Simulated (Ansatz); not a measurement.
CuAg2 was relaxed with PBE-D4 (def2-TZVP) in Ansatz in these states: neutral doublet, neutral quartet. The geometries follow in no particular order.

In the def2 sets Ag takes a core potential; there is no spin–orbit coupling.

A:

```
atom    x (Å)    y (Å)    z (Å)
 Ag1  -0.4033   1.5034   0.4979
 Ag2   1.0835  -0.3096  -1.1836
 Cu3  -0.6802  -1.1937   0.6856
```

B:

```xyz
3

Ag   -1.348   -0.523    1.644
Ag    1.142    1.258   -1.380
Cu    0.206   -0.736   -0.264
```

Question: Judge from the bond lengths which geometry belongs to which state (an estimate).

Answer: A is the neutral quartet (Ag1–Cu3 2.718 Å, Ag2–Cu3 2.718 Å); B is the neutral doublet (Ag1–Cu3 2.470 Å, Ag2–Cu3 2.470 Å).

At PBE0-D4/def2-TZVP a doublet lies 2.14 eV below the neutral quartet. These are the stationary points nearest to one start from a short search; other shapes may lie lower in each state.
